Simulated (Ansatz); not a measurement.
ClFH6Si3 (`F[SiH](Cl)[SiH2][SiH3]`). Charge 0, multiplicity 1. All single points use the PBE0-D4/def2-TZVP geometry. It is one conformer, not always the lowest.

```xyz
11

F    -2.434   -0.610   -0.562
Si   -1.664    0.785   -0.448
Cl   -2.298    1.977   -1.989
Si    0.638    0.408   -0.596
Si    1.296   -1.156    1.016
H    -2.104    1.425    0.813
H     1.316    1.714   -0.366
H     0.954   -0.071   -1.968
H     0.631   -2.457    0.749
H     0.895   -0.673    2.364
H     2.771   -1.343    0.988
```

Question: What is the dipole moment at PBE/def2-TZVPP? (An estimate is asked.)

Answer: The calculation gave: 1.61 D, with components (1.38, 0.12, 0.82) D in this frame, pointing from negative to positive charge.

Question: And with r2SCAN, B3LYP, ωB97M-V? (An estimate is asked.)

Answer: The calculation gave: r2SCAN 1.68 D, B3LYP 1.74 D, ωB97M-V 1.73 D.

Question: Give the Mulliken charges with PBE, r2SCAN, ωB97M-V in def2-TZVPP. (Best estimate.)

Answer: The calculation gave: 
| atom | PBE | r2SCAN | ωB97M-V |
| --- | --- | --- | --- |
| F1 | -0.26 | -0.31 | -0.30 |
| Si2 | 0.54 | 0.62 | 0.52 |
| Cl3 | -0.20 | -0.23 | -0.20 |
| Si4 | 0.05 | 0.10 | -0.01 |
| Si5 | 0.11 | 0.17 | 0.04 |
| H6 | -0.07 | -0.08 | -0.03 |
| H7 | -0.04 | -0.06 | -0.01 |
| H8 | -0.03 | -0.05 | 0.00 |
| H9 | -0.03 | -0.05 | 0.00 |
| H10 | -0.03 | -0.05 | -0.01 |
| H11 | -0.03 | -0.06 | -0.01 |

B3LYP here is the variant with VWN-RPA as its local correlation; programs differ in this.

Computed with Ansatz.
